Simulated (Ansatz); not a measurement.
`[AlH2][O][SiH2][SiH3]` → Al• + 7 H• + O• + 2 Si•  (atomization)

Isolated molecules relaxed with PBE0-D4/def2-TZVP in Ansatz; ΔE leaves out vibrations. CCSD(T)/CBS adds triple-zeta CCSD(T) − MP2 to the extrapolated MP2 energy (def2 sets, frozen cores). This one scheme is used for every species, atoms too. For atomizations the MP2-based limit and the directly extrapolated one differ by several kJ/mol either way, and by 10 to 25 for some Ge, Se and Sn compounds, so smaller differences from it don't rank the levels. DFT in def2-TZVPP. No spin–orbit coupling; open shells (•) take unrestricted orbitals. Spin–orbit coupling would lower the free atoms: a little for Al, O, Si. Each species was taken in one conformer, which may not be the lowest.

Task: What is ΔE at CCSD(T)/CBS? (An estimate is asked.)

Result: The calculation gave: +814.3 kcal/mol.

Task: What do these levels give: r2SCAN, PBE0, LC-ωPBE, HF/def2-TZVPP, SCS-MP2/def2-TZVPP, HF/def2-QZVPP? (Best estimate.)

Result: The calculation gave: r2SCAN 808.8, PBE0 789.4, LC-ωPBE 799.7, HF/def2-TZVPP 618.6, SCS-MP2/def2-TZVPP 800.2, HF/def2-QZVPP 620.9 kcal/mol.

Largest T1 diagnostic among the species: 0.018.

Leaving LDA and LC-ωPBE aside and taking each functional with its dispersion term where it has one, the values, not all of them listed here, spread over 35.0 kcal/mol, from revPBE-D4 to B97M-V. LDA lies +97.7 kcal/mol from PBE without D4, its usual overbinding. The D4 term adds +8.8 kcal/mol with B3LYP and +4.7 kcal/mol with PBE0; it sums over pairs of atoms, weighted by their polarisabilities, and B3LYP, whose exchange is more repulsive, gets the larger term. In def2-TZVPP, CCSD(T) changes the Hartree–Fock value by +173.8 kcal/mol (the triples alone add +7.0 kcal/mol) and MP2 by +173.8 kcal/mol; breaking electron pairs costs correlation energy, which Hartree–Fock lacks.

B3LYP here is the variant with VWN-RPA as its local correlation; programs differ in this.
